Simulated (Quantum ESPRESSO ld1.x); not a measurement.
The numbers below are computed, except where a source is named.
The chromium ion Cr4+, configuration [Ne] 3s1 3p6 3d2 4s1 (not the ground configuration).

Code: ld1.x of Quantum ESPRESSO 7.5. Model: non-relativistic Kohn-Sham, LDA (Slater exchange, VWN5 correlation), spin-polarised, spherical densities, point nucleus; open shells are filled with parallel spins first.

Energy parts (hartree):
total: -1034.9337
kinetic: 1033.7090
electron-nucleus: -2410.0180
Hartree: 385.3648
exchange-correlation: -43.9894

Orbitals (lengths in bohr, moments of r in powers of bohr; r(max) is where P^2 peaks):
orbital  occ.  eigenvalue (hartree)       <r^4>     <r^2>   r(max)   <1/r>
1s up       1              -216.685  0.00007857  0.005546  0.04232   23.48
1s down     1              -216.658  0.00007857  0.005546  0.04232   23.48
2s up       1              -26.9515     0.01888    0.1040   0.2467   4.966
2s down     1              -26.8783     0.01874    0.1037   0.2466   4.973
2p up       3              -23.3584     0.01439   0.08401   0.1988   4.918
2p down     3              -23.2969     0.01425   0.08367   0.1987   4.925
3s up       1              -5.23293       1.176    0.8668   0.7682   1.626
3s down     0              -5.06301       1.203    0.8755   0.7698   1.616
3p up       3              -4.20199       1.459    0.9399   0.7747   1.527
3p down     3              -4.03628       1.505    0.9527   0.7770   1.516
3d up       2              -2.54187       2.437     1.112   0.7325   1.303
3d down     0              -2.38237       2.620     1.147   0.7373   1.290
4s up       1              -1.65396       37.63     5.124    1.983  0.6332
4s down     0              -1.56042       41.21     5.339    2.007  0.6207
4p up       0              -1.37558       54.24     6.118    2.158  0.5778
4p down     0              -1.29058       61.38     6.479    2.200  0.5614
4d up       0              -0.95988       116.1     8.828    2.583  0.4802
4d down     0              -0.89456       141.9     9.743    2.695  0.4567
4f up       0              -0.65504       228.9     12.14    2.867  0.3517
4f down     0              -0.60919       308.5     14.14    3.116  0.3256
5s up       0              -0.76722       482.2     18.75    4.051  0.3347
5s down     0              -0.74093       540.2     19.86    4.172  0.3247

The highest occupied level is 4s up at -45.006 eV. The configuration is held as typed, so some empty levels lie below it. Spin moment in Bohr magnetons: 4. The density falls to 0.001 e/bohr^3 at r = 3.29 bohr. Virial ratio -V/T = 2.00118.
